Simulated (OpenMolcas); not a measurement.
# Ru4+: the spin-orbit constant, worked from levels

```yaml
Program: OpenMolcas 26.06
Basis: ANO-RCC-VQZP [8s7p5d3f2g1h]
Scalar_Hamiltonian: DKH2, point nucleus
Active_space: 4 electrons in 10 orbitals (4d 5d)
State_averaging: 2S+1 = 5 even, 5 roots; 2S+1 = 3 even, 45 roots; 2S+1 = 1 even, 49 roots
Spin-orbit_coupling: RASSI with atomic mean-field integrals over the reference wave functions, term energies averaged over their components
```

Methods: CASSCF; MS-CASPT2, IPEA 0.25 Eh, imaginary shift 0.1 Eh (closed shells correlated: 4s 4p).

**The spin-orbit constant.** For the Hund term ⁵D of d4, E(J) = (A/2) J(J+1) + constant and ζ = 2S·A = 4A. From J = 0 to J = 4 the energy changes by 10 A.

```tsv
Source	E(4) - E(0)	A	ζ
CASSCF	3403.3	340.3	1361
MS-CASPT2	3447.5	344.8	1379
```

All in cm-1. Both methods take the spin-orbit matrix elements from the reference wave functions, so the second can move ζ only through the term energies and any multistate remixing. Second-order mixing with other terms is absorbed into this ζ.

CASPT2 does not keep the components of a term degenerate, so their means are used; among the terms shown or strongly mixed into the levels shown the widest spread is 13 cm-1 (4d⁴ ⁵D, MS-CASPT2). Active for correlation alone: 5d; no level in the range computed is led by a configuration that fills it, so any true level of that kind is missing. Without dynamic correlation excited terms often stand tens of per cent too high (terms of higher spin than the ground term too low), and those without a measured partner can miss by more than the paired ones (holds for CASSCF). Only configurations of the active space appear.
